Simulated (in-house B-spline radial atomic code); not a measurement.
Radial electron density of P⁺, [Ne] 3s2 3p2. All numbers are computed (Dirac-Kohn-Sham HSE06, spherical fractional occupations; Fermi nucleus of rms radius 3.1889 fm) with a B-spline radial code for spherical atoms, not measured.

Caution: exact exchange at fractional occupations of open shells leaves self-interaction of up to several eV.

Columns: r (bohr), 4πr²n(r) (electrons per bohr), bar.

```
 0.00402   0.4093 #
 0.00483   0.5754 #
 0.00581   0.8067 ##
 0.00698    1.122 ###
 0.00839     1.55 ####
  0.0101    2.129 ######
  0.0121    2.872 #######
  0.0146    3.871 ##########
  0.0175    5.088 #############
  0.0211    6.627 #################
  0.0253    8.387 ######################
  0.0304    10.38 ###########################
  0.0366    12.49 ################################
   0.044    14.47 #####################################
  0.0528    16.07 ##########################################
  0.0635       17 ############################################
  0.0763    17.01 ############################################
  0.0918    16.03 #########################################
    0.11    14.35 #####################################
   0.133    12.39 ################################
   0.159    11.09 #############################
   0.192    10.94 ############################
    0.23    12.11 ###############################
   0.277     14.1 ####################################
   0.333    15.72 #########################################
     0.4    15.85 #########################################
   0.481    13.98 ####################################
   0.578    10.59 ###########################
   0.694    6.875 ##################
   0.835     3.97 ##########
       1    2.521 #######
    1.21    2.209 ######
    1.45    2.363 ######
    1.74    2.327 ######
    2.09    1.897 #####
    2.52    1.235 ###
    3.03   0.6397 ##
    3.64   0.2622 #
    4.37  0.08372 
    5.25  0.01967 
    6.32 0.003148 
    7.59 0.0003319
```

On this grid the curve has 3 maxima, near 0.0763, 0.4, 1.45 bohr.

The 3p3/2 radial function P(r) = rR(r), positive near the nucleus, with its small component Q(r) (sign convention: Q ≈ (P' + κP/r)/2c):

```
r (bohr)          P           Q
 0.00581  0.0009364  -2.548e-05
 0.00839   0.001913  -5.206e-05
  0.0121   0.003867  -0.0001051
  0.0175   0.007762    -0.00021
  0.0253     0.0153  -0.0004111
  0.0366    0.02944  -0.0007834
  0.0528    0.05444   -0.001429
  0.0763    0.09606    -0.00248
    0.11     0.1575   -0.003992
   0.159     0.2347   -0.005855
    0.23     0.3028   -0.007523
   0.333     0.3097   -0.008147
   0.481     0.1931     -0.0069
   0.694   -0.06978   -0.003894
       1    -0.4108  -0.0003252
    1.45    -0.6775    0.002315
    2.09    -0.6915    0.003028
    3.03    -0.4566    0.002066
    4.37    -0.1857   0.0008123
    6.32    -0.0387   0.0001649
```
